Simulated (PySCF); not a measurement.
Compound: C8H5NO.
Numbering: `[N:1]#[C:2][C:3](=[O:4])[c:5]1[cH:6][cH:7][cH:8][cH:9][cH:10]1` (hydrogens: H11 on C6; H12 on C7; H13 on C8; H14 on C9; H15 on C10)

Cartesian coordinates in Å at the PBE0-D3(BJ)/def2-SVP level; atoms count from 1:
```
atom  x, y, z in Å
N1     3.3348    1.5225    1.1688
C2     2.7358    0.7082    0.6046
C3     2.0032   -0.3517   -0.1257
O4     2.6273   -1.2385   -0.6557
C5     0.5308   -0.2314   -0.1398
C6    -0.2019   -1.2105   -0.8254
C7    -1.5874   -1.1348   -0.8633
C8    -2.2457   -0.0843   -0.2180
C9    -1.5200    0.8912    0.4653
C10   -0.1308    0.8205    0.5060
H11    0.3425   -2.0181   -1.3192
H12   -2.1620   -1.8950   -1.3968
H13   -3.3364   -0.0267   -0.2490
H14   -2.0389    1.7098    0.9682
H15    0.4447    1.5815    1.0395
```

Level: PBE0/pcSseg-1 in PySCF, non-relativistic, on one gas-phase PBE0-D3(BJ)/def2-SVP geometry that isn't relaxed in the solvent. The solvent is an IEF-PCM continuum (Bondi radii, 1.10 Å for H, scaled by 1.2). Specific hydrogen bonds and non-electrostatic terms are outside this model.

```csv
medium,total energy (Eh),HOMO (eV),LUMO (eV),dipole (D)
gas phase,-437.249360,-8.213,-2.959,5.036
benzene (ε = 2.271),-437.254211,-8.041,-2.925,5.674
```

Q: What is E(solvent) − E(gas) in benzene, in kJ/mol?

A: -437.254211 − (-437.249360) = -0.004851 Eh = -12.74 kJ/mol.

Q: Scale it by Onsager's factor (ε − 1)/(2ε + 1) to tetrahydrofuran (ε = 7.426), and compare with the calculation.

A: The factor goes from 0.229 to 0.405, a ratio of 1.768, which gives -22.52 kJ/mol. The calculation gives -22.99 kJ/mol (total energy -437.258118 Eh), so the scaled value is 2.1 % too small in size.

Q: Scale the changes of the other columns the same way. What are the values in tetrahydrofuran?

A: 
| quantity | scaled | computed | difference |
| --- | --- | --- | --- |
| HOMO (eV) | -7.910 | -7.937 | +0.027 |
| LUMO (eV) | -2.898 | -2.919 | +0.021 |
| dipole (D) | 6.163 | 6.166 | -0.003 |

Q: How does each lowering split into the polarisation term (half the interaction with the induced surface charges) and the distortion of the solute's density?

A: benzene: -13.71 + 0.97 kJ/mol, the distortion taking back 7 % of the polarisation term; tetrahydrofuran: -26.13 + 3.14 kJ/mol, the distortion taking back 12 % of the polarisation term.

Hardware: one thread of an Arm Neoverse V2, shared host. Cost: 27 s of wall time. This is the whole shielding run at PBE0/pcSseg-1 in tetrahydrofuran, SCF included.
